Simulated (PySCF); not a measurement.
**Polarisability and C₆ of Fe⁺ (iron, charge +1)**

[Ar] 3d6 4s1, high-spin 6D determinant. Computed with PySCF 2.14 in dyall-av2z (16s12p7d2f, 101 functions), with the non-relativistic Hamiltonian (point nucleus). Coupled (time-dependent) response in atomic units; α is the mean over directions. A double-zeta set is small for polarisabilities.

| method | mean α (bohr³) | α xx, yy, zz | C₆ (like pair) | S(−4) |
| --- | --- | --- | --- | --- |
| r2SCAN0 | 28.14 | 27.69, 27.69, 29.03 | 145.4 | 628.5 |
| revPBE | 26.47 | 25.99, 25.99, 27.45 | 132.5 | 574.6 |

S(−4) is the Cauchy moment in α(ω) = α(0) + S(−4) ω² + …

α(iu) at r2SCAN0:

```csv
u (hartree),α(iu) (bohr³)
0,28.14
0.0500,26.66
0.100,23.14
0.200,15.67
0.300,10.78
0.500,6.166
0.750,3.922
1.00,2.867
1.50,1.833
2.00,1.307
3.00,0.7800
5.00,0.3837
```

A single London oscillator, α(iu) = α/(1 + u²/ω²), gives C₆ = (3/4) ω α². Matching the computed C₆ needs ω = 4 × 145.4 / (3 × 28.14²) = 0.245 hartree.

For an ion, C₆ is the dispersion term alone; charge-induced terms of lower order in 1/R come first.

The components differ because the open shell of this determinant is not spherical; for a pure term their mean is the scalar polarisability.
